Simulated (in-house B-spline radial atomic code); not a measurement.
A run on an ion of nuclear charge 59 with 59.3 electrons that did not converge. Method: scalar-relativistic (X2C) TPSS, spin-polarised, spherical fractional occupations, Fermi nucleus of rms radius 4.8919 fm; computed with a B-spline radial code for spherical atoms.

Command:
```bash
python run_scf.py task.json out
```
Settings (nuclear radius in fm, mass in u):
```
Z                59
configuration    [Xe] 4f3.3 6s2
hamiltonian      x2c
method           tpss,tpss
spin_polarised   True
nucleus          fermi
rms_radius       4.8919
atomic_mass      140.90766
speed_of_light   137.035999084
```

First and last ten iterations of the last attempt (damped for 15 steps, keeping 80 % of the old Fock matrix, then DIIS):
```
 iter        energy (Eh)    residual
    1       -9232.509692    1.56e-01
    2       -9231.843290    3.12e-01
    3       -9234.211161    1.96e-01
    4       -9235.343385    1.21e-01
    5       -9235.855540    7.96e-02
    6       -9236.075888    4.98e-02
    7       -9236.167186    2.99e-02
    8       -9236.204626    1.93e-02
    9       -9236.220562    1.44e-02
   10       -9236.227964    1.15e-02
  111       -9236.234166    5.27e-03
  112       -9236.233733    5.74e-03
  113       -9232.534335    1.53e-01
  114       -9232.903786    1.45e-01
  115       -9232.553732    1.53e-01
  116       -9236.234363    5.40e-03
  117       -9232.529814    1.54e-01
  118       -9232.525004    1.55e-01
  119       -9232.523589    1.55e-01
  120       -9232.521932    1.55e-01
 not converged after 120 iterations
```

The smallest residual met was 7.4e-04; the threshold is about 6e-07. No energy from this run should be used. The likely cause: this method binds the added charge weakly or not at all at the basis-set limit, so charge moves back and forth between the atom and the box. Run time, properties included: 3.9 s on 1 thread of Intel(R) Xeon(R) 6975P-C, with other jobs on the host.
